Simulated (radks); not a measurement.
Task: The mean radii <r> (bohr) of the occupied orbitals of an atom or ion are listed with their occupations. Calculated with a radial shooting solver on a logarithmic mesh with Libxc functionals: scalar-relativistic Kohn-Sham, PBE, spin-polarised, spherical densities, finite nucleus; Fermi nuclear charge, rms radius of each element as measured or else 0.836 A^(1/3) + 0.57 fm.

| orbital | occ. | <r> |
|---|---|---|
| 1s up | 1 | 0.01687 |
| 1s down | 1 | 0.01687 |
| 2s up | 1 | 0.07081 |
| 2s down | 1 | 0.07074 |
| 2p up | 3 | 0.06388 |
| 2p down | 3 | 0.06379 |
| 3s up | 1 | 0.1761 |
| 3s down | 1 | 0.1764 |
| 3p up | 3 | 0.1752 |
| 3p down | 3 | 0.1756 |
| 3d up | 5 | 0.1563 |

Name the element and its charge. Open shells, if any, are filled with parallel spins first.

Result: Z = 79, gold, charge +56: Au56+ in [Ar] 3d5. The 1s radius gives Z: for a bare nucleus <r> = (2 gamma + 1)/(2Z) with gamma = sqrt(1 - (Z/c)^2), 0.01667 bohr for Z = 79, and screening makes it slightly larger (0.01687 here). The occupations add up to 23, and the charge is Z minus that.
